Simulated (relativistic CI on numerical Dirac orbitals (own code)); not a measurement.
**Calculated levels, Sc**

These numbers are calculated, not measured: Dirac-Coulomb-Breit CI, separate exchange-only KLI orbitals for each configuration, model QED (radiative potential, 1s self-energy scaled to tabulated hydrogen-like ionisation energies), valence Slater integrals scaled by 0.85, configuration energies shifted to the measured levels that pair with them (semi-empirical) (own radial code, finite nucleus).

Configurations in the expansion (outside the closed core [Ar]): 3d.4s2, 3d2.4s, 3d.4s.4p, 4s2.4p, 3d2.4p, 3d3, 3d.4p2, 3d.4s.4d, 3d.4s.4f, 4s2.5p, 3d.4s.5s, 4s2.6s, 4s2.5d, 3d2.4d, 4s2.6p, 3d.4s.5p, 4s.4p2, 4s2.5g, 3d2.4f, 4s2.5f, 3d.4s.6s, 4s2.6d, 3d.4d2, 3d.4s.5d, 4s2.6g, 3d.4s.6p, 3d2.5s, 3d.4s.5g, 3d.4s.5f, 3d.4s.6d. Levels of other configurations are missing.

```tsv
No.	Configuration	Term	J	E (cm⁻¹)	%	Landé g	Lifetime (s)	jj configuration (%)
41	3d2.4p‡	4G°	5/2	28409.6	100	0.570	1.71e-08	3d3/2^2 4p1/2 (48)
42	3d2.4p‡	4G°	7/2	28466.9	100	0.984	1.70e-08	3d3/2 3d5/2 4p1/2 (54)
43	3d2.4p‡	4G°	9/2	28540.5	100	1.172	1.69e-08	3d3/2 3d5/2 4p3/2 (69)
44	3d2.4p‡	4G°	11/2	28630.6	100	1.273	1.68e-08	3d5/2^2 4p3/2 (80)
45	3d2.4s	2S	1/2	29205.3	74	2.002	3.34e-07	3d5/2^2 4s (45)
46	3d2.4p‡	4F°	3/2	30661.4	98	0.399	1.09e-08	3d3/2^2 4p3/2 (30)
47	3d2.4p‡	4F°	5/2	30695.6	98	1.029	1.09e-08	3d3/2 3d5/2 4p1/2 (38)
48	3d2.4p‡	4F°	7/2	30743.4	98	1.239	1.09e-08	3d3/2 3d5/2 4p3/2 (58)
49	3d2.4p‡	4F°	9/2	30804.4	98	1.334	1.08e-08	3d5/2^2 4p3/2 (53)
50	3d.4s.4p	2P°	1/2	31465.4	41	0.665	2.77e-09	4p1/2 (30)
51	3d.4s.4p	2P°	3/2	31564.1	40	1.334	2.77e-09	4p3/2 (30)
52	3d2.4p‡	4D°	1/2	32520.8	96	-0.002	7.64e-09	3d3/2^2 4p3/2 (65)
53	3d2.4p‡	4D°	3/2	32543.9	96	1.200	7.64e-09	3d3/2 3d5/2 4p3/2 (53)
54	3d2.4p‡	4D°	5/2	32582.3	96	1.372	7.64e-09	3d3/2 3d5/2 4p3/2 (47)
55	3d2.4p‡	4D°	7/2	32636.2	96	1.429	7.64e-09	3d5/2^2 4p1/2 (41)
56	3d2.4p‡	2G°	7/2	34042.9	100	0.889	1.73e-08	3d3/2 3d5/2 4p3/2 (43)
57	3d2.4p‡	2G°	9/2	34130.2	100	1.111	1.73e-08	3d5/2^2 4p3/2 (38)
58	3d2.4p‡	2D°	3/2	34450.2	77	0.800	7.02e-09	3d3/2 3d5/2 4p3/2 (31)
59	3d2.4p‡	2F°	5/2	34458.2	41	0.968	5.56e-09	3d3/2 3d5/2 4p3/2 (27)
60	3d2.4p‡	2D°	5/2	34539.9	52	1.089	6.28e-09	3d5/2^2 4p3/2 (45)
61	3d2.4p‡	2F°	7/2	34583.0	62	1.143	5.07e-09	3d3/2 3d5/2 4p3/2 (24)
62	3d2.4p‡	2S°	1/2	35163.1	100	2.002	1.99e-08	3d3/2 3d5/2 4p3/2 (39)
63	3d.4s.5s‡	4D	1/2	35341.7	99	-0.003	8.50e-09	3d3/2 4s 5s (99)
64	3d.4s.5s‡	4D	3/2	35369.2	99	1.200	8.51e-09	3d3/2 4s 5s (82)
65	3d.4s.5s‡	4D	5/2	35417.0	99	1.372	8.51e-09	3d3/2 4s 5s (50)
66	3d.4s.5s‡	4D	7/2	35488.3	99	1.429	8.52e-09	3d5/2 4s 5s (99)
67	3d.4s.5s‡	2D	3/2	36768.3	95	0.800	1.54e-08	3d3/2 4s 5s (62)
68	3d2.4p‡	4D°	1/2	36809.1	99	-0.002	1.27e-08	3d3/2^2 4p1/2 (33)
69	3d.4s.5s‡	2D	5/2	36828.5	95	1.201	1.46e-08	3d5/2 4s 5s (74)
70	3d2.4p‡	4D°	3/2	36833.2	99	1.200	1.27e-08	3d3/2 3d5/2 4p1/2 (61)
```

Energies count from the lowest computed level; ° marks odd parity; lifetimes are radiative, by E1, M1, E2 decay to levels of this space only. Filled j subshells are mostly left out of the jj labels. ‡ marks configurations that were not tied to measured data.

The mean weight of the leading LS term, summed over parents, in these 30 levels is 88 %, and that of the leading jj configuration (from the same eigenvectors) 52 %, so LS coupling describes them better.

Configurations whose levels could be paired with our table of measured levels were shifted onto them, all but the ground configuration, by the median error of their levels; single terms can still be off by 1,000 to 2,000 cm⁻¹ or more, and rates follow the energies as ν³ (E1, M1) or ν⁵ (E2). The others borrow a shift and can be off by several thousand cm⁻¹ or more. The fine structure of a lone outer electron comes out too small, for d and f at times inverted, and misplaced configurations move strength between like terms. 30 of the 36 excited levels that our extract of the measured tables holds in this range could be paired (the sources list more); they are missed by 393 cm⁻¹ on average and 679 at most, after the shifts were fitted to these levels, and levels without a partner can miss by more.

LS names give the leading component of a level, which can be under half, so a name can repeat, a term be missing and a line seem to break the LS rules.
